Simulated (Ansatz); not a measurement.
A structure drawn as `[NH2][Ti]([NH2])([NH2])[NH2]`, with this starting geometry:

Cartesian coordinates in Å:
```
N 1.283 -1.050 -0.883
Ti -0.202 -0.036 -0.034
N -1.416 -1.364 0.941
N 0.505 1.373 1.293
N -1.251 0.977 -1.473
H 2.086 -0.353 -1.154
H 1.731 -1.657 -0.167
H -1.685 -2.069 0.224
H -0.896 -1.813 1.647
H 1.028 2.036 0.746
H 1.274 0.790 1.854
H -1.940 1.602 -1.011
H -0.516 1.565 -1.983
```

The species carries charge 0 and has multiplicity 1.

Relax it with Ansatz at PBE-D4/def2-SVP and then PBE0-D4/def2-TZVP. Is the drawn bonding still there?

Yes, every drawn bond is still there and no new one forms.

Give the relaxed structure. (An estimate is asked.)

The calculation gave: 
Z-matrix (Å, degrees):
```
Ti
N 1 1.893
N 1 1.893 2 110.2
N 1 1.893 2 110.0 3 119.4
N 1 1.893 2 108.3 3 -120.4
H 2 1.011 1 122.9 3 159.3
H 2 1.009 1 126.7 3 -13.8
H 3 1.009 1 126.7 2 -106.3
H 3 1.011 1 123.0 2 80.1
H 4 1.011 1 123.0 2 -159.2
H 4 1.009 1 126.6 2 13.7
H 5 1.009 1 126.6 2 -133.3
H 5 1.011 1 123.0 2 40.1
```
All modes are real.

Atoms count as bonded under 1.1 times the sum of their covalent radii (H–H under 0.85 Å, pairs among N, O and F under 1.55 Å), and a drawn bond as lost past 1.3 times.
